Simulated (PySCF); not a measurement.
C2H9AlOSi (SMILES [CH3][Al]([CH3])[O][SiH3]), singlet, geometry from GFN2-xTB (such geometries of metal compounds can be far from the true shape). Base run: PBE/6-31G (PySCF).

The PySCF input:
```python
from pyscf import gto, scf, dft, solvent

mol = gto.M(
    atom='''
Al    0.17353562    0.80318835    0.52525980
C     1.73236803    1.89842634   -0.06453275
H     2.66410766    1.32706880   -0.01074402
H     1.87075494    2.80145181    0.53304800
H     1.62685401    2.21034936   -1.10814808
C    -1.07452947    1.13168095    2.04567561
H    -1.05816645    0.30318028    2.76034418
H    -2.10951374    1.21472372    1.70009818
H    -0.84256619    2.04322756    2.59967787
O    -0.13011536   -0.58757114   -0.38184903
Si   -0.41679462   -1.92645875   -1.26057812
H    -1.60304102   -2.57515410   -0.69869831
H     0.76773091   -2.77975071   -1.14602946
H    -0.64310699   -1.49619721   -2.64189698
''',
    basis='6-31g',
    verbose=4,
)

mf = dft.RKS(mol)
mf.xc = 'pbe'
mf.kernel()
```

The base run was repeated with changes; each row names its change, and settings that it needs were set with it.

| change | ΔE vs base (kcal/mol) | dipole (D) | HOMO-LUMO gap (eV) |
|---|---|---|---|
| base | 0.000 | 0.29 | 5.07 |
| model = IEF-PCM; solvent = methanol; lebedev_order = 11 | … | … | … |
| model = IEF-PCM; solvent = methanol; r_probe = 0.5 | -0.620 | 0.36 | 5.17 |
| model = C-PCM; solvent = methanol | -2.28 | 0.42 | 5.31 |
| model = IEF-PCM; solvent = n-hexane | … | … | … |
| model = ddCOSMO; solvent = methanol | -1.49 | 0.35 | 5.23 |
| model = COSMO; solvent = methanol | -2.24 | 0.41 | 5.30 |
| model = IEF-PCM; solvent = methanol | -2.23 | 0.41 | 5.30 |
| model = IEF-PCM; solvent = methanol; vdw_scale = 1.1 | -3.73 | 0.42 | 5.40 |
| model = IEF-PCM; solvent = chloroform | … | … | 5.23 |
| model = IEF-PCM; solvent = dimethylsulfoxide | -2.27 | 0.42 | 5.31 |
| model = IEF-PCM; solvent = methanol; vdw_scale = 1.0 | -6.58 | 0.42 | 5.53 |

Question: Fill in the missing entries.

Answer: 
- model = IEF-PCM; solvent = methanol; lebedev_order = 11, ΔE vs base (kcal/mol): -2.08
- model = IEF-PCM; solvent = methanol; lebedev_order = 11, dipole (D): 0.40
- model = IEF-PCM; solvent = methanol; lebedev_order = 11, HOMO-LUMO gap (eV): 5.28
- model = IEF-PCM; solvent = n-hexane, ΔE vs base (kcal/mol): -0.77
- model = IEF-PCM; solvent = n-hexane, dipole (D): 0.33
- model = IEF-PCM; solvent = n-hexane, HOMO-LUMO gap (eV): 5.15
- model = IEF-PCM; solvent = chloroform, ΔE vs base (kcal/mol): -1.58
- model = IEF-PCM; solvent = chloroform, dipole (D): 0.38

The base is the gas phase, so ΔE is the electrostatic part of solvation at a fixed geometry, without cavity and dispersion terms.
